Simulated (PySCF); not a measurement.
# Cd²⁺ (cadmium, charge +2) across methods

[Kr] 4d9 5p1, one real determinant (an excited configuration). All numbers are calculated (PySCF 2.14, a scalar-relativistic core potential, in aug-cc-pwCVTZ-PP with ECP28MDF (8s8p7d4f3g, 122 functions)).

| method | E (hartree) | mean ε 4d α (eV) | mean ε 4d β (eV) | mean ε 5p α (eV) | Σ⟨r²⟩ (bohr²) | ⟨S²⟩ |
| --- | --- | --- | --- | --- | --- | --- |
| BLYP | -166.1324 | -36.167 | -35.308 | -17.478 | 32.83 | 2.000 |
| PBE0 | -166.1690 | -38.783 | -37.772 | -18.255 | 32.80 | 2.001 |
| r2SCAN | -166.2235 | -36.847 | -35.812 | -17.733 | 32.66 | 2.001 |
| PBE | -166.1676 | -36.330 | -35.404 | -17.581 | 32.80 | 2.000 |
| LDA | -165.8382 | -36.504 | -35.542 | -17.710 | 32.82 | 2.000 |
| B3LYP | -166.2231 | -38.307 | -37.373 | -18.165 | 32.82 | 2.001 |
| CAM-B3LYP | -166.1340 | -40.223 | -39.274 | -19.401 | 32.83 | 2.001 |
| UHF | -165.40030 | -45.109 | -43.790 | -19.712 | 33.22 | 2.002 |

⟨L²⟩ = 8.01 against 12 for a pure F term, so this real determinant mixes terms. Energies and moments cover only the electrons outside the core potential.
